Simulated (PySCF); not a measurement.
`C#C/C=C/[C@H](C)Br`, C6H7Br

Geometry:
```tsv
atom	x (Å)	y (Å)	z (Å)
C1	3.535	-0.987	0.255
C2	2.435	-0.534	0.424
C3	1.148	-0.006	0.639
C4	0.242	0.126	-0.331
C5	-1.116	0.671	-0.107
C6	-2.209	-0.180	-0.723
Br7	-1.198	2.502	-0.933
H8	4.495	-1.382	0.105
H9	0.923	0.286	1.658
H10	0.484	-0.157	-1.347
H11	-1.304	0.855	0.952
H12	-2.199	-1.166	-0.260
H13	-3.187	0.271	-0.564
H14	-2.051	-0.297	-1.793
```

Level of theory: GIAO PBE/pcSseg-1 magnetisability, rotational g tensor and spin-rotation constants, non-relativistic, gas phase in PySCF. Geometry: GFN2-xTB.

The calculation is non-relativistic, which matters for the atoms heavier than Zn.

Give the nuclear spin-rotation constants along the inertial axes (H = +C I·J) beside the isotropic shieldings.

Rotational constants 3.6398, 0.7293, 0.6341 GHz. A star marks the isotopologue with that one atom substituted, in its own axes.
| atom | isotope | Caa (kHz) | Cbb (kHz) | Ccc (kHz) | mean (kHz) | σ (ppm) |
| --- | --- | --- | --- | --- | --- | --- |
| Br7 | 79Br | 5.379 | 1.112 | 1.998 | 2.830 | 1780.5 |
| H8 | 1H | 0.031 | -0.076 | -0.062 | -0.036 | 28.8 |
| H9 | 1H | -0.379 | -0.083 | 0.058 | -0.135 | 25.8 |
| H10 | 1H | -0.365 | -0.089 | 0.071 | -0.128 | 25.1 |
| H11 | 1H | -0.357 | -0.081 | 0.041 | -0.132 | 26.9 |
| H12 | 1H | -0.200 | -0.025 | -0.070 | -0.098 | 30.1 |
| H13 | 1H | 0.032 | -0.074 | -0.062 | -0.035 | 29.7 |
| H14 | 1H | -0.422 | -0.082 | 0.022 | -0.161 | 29.9 |
| C1 | 13C* | 0.633 | 0.222 | 0.181 | 0.345 | 92.4 |
| C2 | 13C* | 0.295 | 0.254 | 0.210 | 0.253 | 94.1 |
| C3 | 13C* | 1.222 | 0.125 | 0.240 | 0.529 | 67.8 |
| C4 | 13C* | 1.414 | 0.148 | 0.309 | 0.624 | 26.2 |
| C5 | 13C* | 0.766 | 0.153 | 0.161 | 0.360 | 113.6 |
| C6 | 13C* | 0.609 | 0.104 | 0.116 | 0.276 | 152.9 |

For the geometry as given, no vibrational averaging.

How do the rotational constants and the g tensor change when H8, H9, H10, H11, H12, H13, H14 are replaced by deuterium?

Constants 2.9936, 0.6832, 0.5903 GHz; g -0.0130, -0.0012, -0.0063, against -0.0151, -0.0014, -0.0067 before.
